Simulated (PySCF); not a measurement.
# Working out the excitation energy of S

S [Ne] 3s2 3p4 (3P) → S [Ne] 3s1 3p5 (3P). All numbers are calculated (PySCF 2.14, no relativity, point nucleus, in aug-cc-pwCVDZ (6s5p3d, 36 functions)). Frozen: nothing. Energies in hartree (1 hartree = 27.21139 eV):

| part | S (lower) | S (upper) |
| --- | --- | --- |
| UHF | -397.499208 | -397.077676 |
| MP2 opposite-spin | -0.175718 | -0.213433 |
| MP2 same-spin | -0.070182 | -0.073187 |

Question: What does Hartree-Fock give?

Answer: (-397.077676) − (-397.499208) = 0.421532 hartree = 11.470 eV.

Question: What do MP2 and SCS-MP2 (6/5 opposite-spin, 1/3 same-spin) give?

Answer: The opposite-spin parts differ by -1.026 eV and the same-spin parts by -0.082 eV. MP2: 11.470 + (-1.026) + (-0.082) = 10.362 eV. SCS-MP2: 11.470 + 1.2 × (-1.026) + (-0.082)/3 = 10.211 eV.

Measured between the centres of the two terms (NIST): 8.928 eV, so MP2 (all electrons) is off by 1.434 eV.

The upper state lies above the first ionisation limit, where it may autoionise and the basis confines it.

A double-zeta basis recovers only part of the correlation energy.

What remains against the reference includes basis incompleteness and correlation beyond second order.
